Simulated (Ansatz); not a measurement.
```yaml
crystal:
  periodic: [false, false, false]
  atoms:
    - {symbol: B, position_ang: [-0.226418, 1.436555, -0.722862]}
    - {symbol: C, position_ang: [-0.970102, 0.962455, 0.387923]}
    - {symbol: Te, position_ang: [0.905670, 0.481674, 0.990092]}
    - {symbol: Si, position_ang: [0.790986, -1.669573, 0.180106]}
    - {symbol: H, position_ang: [0.114943, 2.484258, -0.732766]}
    - {symbol: H, position_ang: [-0.078850, 0.792761, -1.603554]}
    - {symbol: H, position_ang: [-1.320792, 1.590480, 1.082584]}
    - {symbol: H, position_ang: [-1.499301, 0.114756, 0.344630]}
    - {symbol: H, position_ang: [2.045806, -2.197110, 0.286038]}
    - {symbol: H, position_ang: [0.380666, -1.640252, -1.119701]}
    - {symbol: H, position_ang: [-0.082624, -2.408350, 0.926554]}
basis:
  gaussian: {orbitals: def2-SVP, fitting: {mean_field: cc-pVTZ-jkfit}}
hamiltonian: {xc: {name: BHLYP}}
output: {forces: true}
```

```sh
$ ansatz run in.yaml --threads 4 --pin off --events-out ev --progress --plain --max-ram 10444MiB
```

Problem. How does Ansatz answer? (Best estimate.)

Solution. Ansatz gave: The program refused the input.
```
Functional definition: BHLYP
Error: <dir> the basis set cc-pVTZ-JKFIT has no functions for Te
```
